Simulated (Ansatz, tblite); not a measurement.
Forces on the cluster Au₅Cl₄⁺ at its PBE0-D4/def2-SVP geometry. The state is a singlet with charge 1.

In the def2 sets Au takes a core potential; there is no spin–orbit coupling. The xTB rows come from tblite. No other spin state of charge 1 was run. The structure comes from a short search, and lower isomers may exist.

GFN1-xTB (tblite), largest force 0.50 eV/Å:

```xyz
9
positions Å, forces eV/Å
Au    0.502    0.819    0.710   -0.056   -0.091   -0.079
Au    0.739    1.109   -2.032    0.056    0.087   -0.034
Au    1.994   -1.387   -0.041    0.102   -0.004    0.039
Au   -0.854   -1.296    1.869   -0.003   -0.001    0.109
Au   -2.109    1.200   -0.122   -0.049    0.091    0.036
Cl   -2.834   -0.022    1.759    0.406   -0.034   -0.298
Cl   -1.287    2.311   -2.030    0.172   -0.386    0.275
Cl    1.150   -2.534    1.837   -0.197    0.346   -0.310
Cl    2.698   -0.199   -1.950   -0.431   -0.007    0.263
```

GFN2-xTB (tblite), largest force 0.48 eV/Å:

```
Au 0.032 0.053 0.046
Au 0.075 0.113 -0.190
Au 0.196 -0.127 0.002
Au -0.078 -0.118 0.185
Au -0.199 0.122 -0.007
Cl 0.392 -0.023 -0.276
Cl 0.169 -0.359 0.270
Cl -0.182 0.338 -0.287
Cl -0.405 0.002 0.258
```

PBE-D4/def2-TZVP (Ansatz), largest force 0.33 eV/Å:

```
Au -0.138 -0.225 -0.195
Au -0.027 -0.035 0.237
Au -0.139 0.189 0.060
Au 0.116 0.180 -0.112
Au 0.228 -0.043 0.066
Cl 0.237 -0.024 -0.180
Cl 0.099 -0.232 0.159
Cl -0.119 0.200 -0.187
Cl -0.257 -0.009 0.151
```
